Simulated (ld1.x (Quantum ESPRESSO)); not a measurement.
## Pd: one change to a PAW potential, before and after

- Element: Pd
- Generator: ld1.x (Quantum ESPRESSO) 7.5
- Type: PAW
- Functional: PBEsol
- Relativity: scalar-relativistic
- Frozen core: [Kr]
- Valence charge: 10
- Reference configuration: 4d9 5s1 5p0
- Partial waves: 5s (bound): rcut 1.80, rcutus 2.25 bohr; 5s channel at 1.65 Ry: rcut 1.80, rcutus 2.25 bohr; 5p (bound, empty): rcut 3.25, rcutus 4.10 bohr; 5p channel at 1.2 Ry: rcut 3.25, rcutus 4.10 bohr; 4d (bound): rcut 1.20, rcutus 1.40 bohr; 4d channel at 0.4 Ry: rcut 1.20, rcutus 1.40 bohr
- Local potential: all-electron potential smoothed inside 3.10 bohr (lloc = -1)
- Core correction: a·sin(br)/r model core inside 0.75 bohr
- Augmentation charge: PSQ, inside the norm-conserving radii

Change: core correction a·sin(br)/r model core, default radius (ld1.x builds one for every PAW set, though the input has nlcc=.false.).

Cutoffs: the cutoffs (Ry, on a coarse ladder) from which the occupation-weighted sum of valence levels, in a spherical-Bessel basis at the reference potential, stays within 10 and 1 mRy of its value at 400 Ry; they do not see the model core or the augmentation charge, which bear on the density cutoff. Errors are all-electron minus pseudo energies relative to the spin-unpolarised reference configuration.

**Question.** How do hardness, ghosts and transferability respond?

**Answer.** The potential gets neither clearly harder nor softer (55 Ry and 90 Ry → 55 Ry and 90 Ry); both files keep a bound ghost (s); of the 7 tests that both files solve, the error grows in 1 and shrinks in 3 by more than 15 % and 0.3 meV (median size 27.3 → 25.7 meV). A model core, the more so a compact one, raises the density cutoff, which this test does not measure.

| quantity | base | changed |
| --- | --- | --- |
| cutoff, loose | 55 Ry | 55 Ry |
| cutoff, tight | 90 Ry | 90 Ry |
| bound ghosts | s | s |
| error for 4d10 5s0 5p0, meV [ΔE -1.51 eV] | -27 | -26 |
| error for 4d9 5s0 5p0, meV [ΔE 7.61 eV] | -4.3 | -1.5 |
| error for 4d8 5s0 5p0, meV [ΔE 28.43 eV] | -56 | -71 |
| error for 4d6 5s0 5p0, meV [ΔE 112.10 eV] | -1137 | -1189 |
| error for 4d9.5 5s0 5p0, meV [ΔE 1.73 eV] | -15 | -12 |
| error for 4d9 5s0 5p1, meV [ΔE 3.80 eV] | -1.3 | -0.8 |
| error for 4d7 5s0 5p0, meV [ΔE 62.77 eV] | -360 | -403 |
| s: phases at 4.44 bohr within 0.05 rad from the reference energy up to (Ry; the scan ends near 5) | 3.9 | 3.9 |
| p: phases at 4.44 bohr within 0.05 rad from the reference energy up to (Ry; the scan ends near 5) | 1.4 | 1.4 |
| d: phases at 4.44 bohr within 0.05 rad from the reference energy up to (Ry; the scan ends near 5) | 2.6 | 2.6 |
| lowest overlap eigenvalue by channel | s 0.57, p 0.54, d 1.00 | s 0.57, p 0.54, d 1.00 |

 A true bound ghost makes a file unfit for plane-wave use even where its test errors are small: the radial tests pick states by their node count and pass the ghost by.
